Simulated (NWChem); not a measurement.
# Si2H2, singlet; SMILES [SiH2]=[Si]

```xyz
4

Si     0.0000     0.0000     0.9782
Si     0.0000     0.0000    -1.2383
H      0.0000     1.2496     1.8209
H      0.0000    -1.2496     1.8209
```
Atoms are numbered in this order, from 1.

Computed with NWChem. Low-valent species are run as closed-shell singlets; no triplet was tried in these runs. Structure relaxed at the PBE-D3(BJ)/def2-SVP level. Ions are spin-unrestricted doublets at the neutral geometry; other ion states weren't tried.

```tsv
level	vertical ionisation energy, ΔSCF (eV)	−ε(HOMO) (eV)	ΔSCF minus −ε(HOMO) (eV)
B3LYP/def2-SVPD	[?]	[?]	[?]
PBE/def2-SVPD	7.93	5.03	2.90
LDA (Slater exchange, VWN5)/def2-SVPD	8.11	5.11	3.00
Hartree-Fock/def2-SVPD	6.74	7.39	-0.65
M06-2X/def2-SVPD	7.81	6.56	1.25
```

Problem. Some entries are withheld; supply them.

Solution. 
- B3LYP/def2-SVPD, vertical ionisation energy, ΔSCF (eV): 7.88
- B3LYP/def2-SVPD, −ε(HOMO) (eV): 5.60
- B3LYP/def2-SVPD, ΔSCF minus −ε(HOMO) (eV): 2.28
